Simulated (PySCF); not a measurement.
## RbCl, CCSD(T): how much the basis matters

PySCF, RHF reference; singlet, unpaired electrons none; De to Rb + Cl without counterpoise correction. Frozen cores follow the default of each basis and core potential.

```
       basis                           relativity  functions  Re (Å)  ωe (cm⁻¹)  De (eV)  frozen orbitals
    def2-SVP  scalar-relativistic core potentials         42   2.832        248     3.59                5
   def2-SVPD  scalar-relativistic core potentials         54   2.897        222     4.08                5
x2c-TZVPPall                        spin-free X2C        121   2.781        240     4.17               14
```

(1) How does each smaller set differ from the one with most functions, x2c-TZVPPall?

Correlated steps freeze the inner cores (5 to 14 orbitals); shallow outer-core shells are correlated. Correlated levels converge slowly with the basis: in double zeta they bind strong bonds too weakly, by up to about 1 eV, and carry superposition errors of some tenths. Where the molecule has an RHF reference, its open-shell atoms are computed with UHF.

## Answers

(1) def2-SVP: +5.1 pm, +3.3 % in ωe, -0.58 eV in De; def2-SVPD: +11.6 pm, -7.5 % in ωe, -0.09 eV in De. All at CCSD(T); the set with most functions is neither the basis-set limit nor always the best. The rows treat relativity differently, so the differences are not basis effects alone.
